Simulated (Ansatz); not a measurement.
`C[SiH](O)C=O` + H₂O → `C[SiH](O)O` + `C=O`  (formal hydrolysis of the Si–C bond)

Isolated molecules relaxed with PBE0-D4/def2-TZVP in Ansatz; ΔE leaves out vibrations. CBS: MP2 limit from def2 TZ/QZ plus the TZ coupled-cluster correction, frozen cores. This one scheme is used for every species. DFT in def2-TZVPP. One conformer a species, not always the lowest.

| level | ΔE (eV) |
| --- | --- |
| revPBE-D4 | -1.11 |
| BLYP-D4 | -1.21 |
| revPBE | -1.15 |
| PBE0 | -1.22 |
| r2SCANh | -1.28 |
| BHLYP | -1.38 |
| CCSD/def2-SVP | -1.30 |
| HF/def2-QZVPP | -1.49 |

**Question.** What does CCSD(T)/CBS give? (Estimate.)

**Answer.** The calculation gave: -1.25 eV. The listed levels differ from it by 0.14, 0.04, 0.10, 0.03, -0.03, -0.13, -0.05, -0.24 eV.

**Question.** What do rigid-rotor, harmonic-oscillator terms from PBE0-D4/def2-TZVP frequencies (298.15 K, 1 bar) make of the CCSD(T)/CBS value? (Estimate.)

**Answer.** Ansatz gave: ΔZPE = +0.03 eV, ΔH = -1.25 eV, ΔS = 4 J/(mol·K), ΔG = -1.26 eV.

Largest T1 diagnostic among the species: 0.015.

Leaving LDA and LC-ωPBE aside and taking each functional with its dispersion term where it has one, the values, not all of them listed here, spread over 0.23 eV, from BHLYP-D4 to revPBE-D4. From PBE to PBE0 (25 % exact exchange), in def2-TZVPP and without D4, ΔE moves by −0.06 eV. The D4 term adds +0.04 eV with B3LYP and +0.02 eV with PBE0; it sums over pairs of atoms, weighted by their polarisabilities, and B3LYP, whose exchange is more repulsive, gets the larger term.

B3LYP here is the variant with VWN-RPA as its local correlation; programs differ in this.
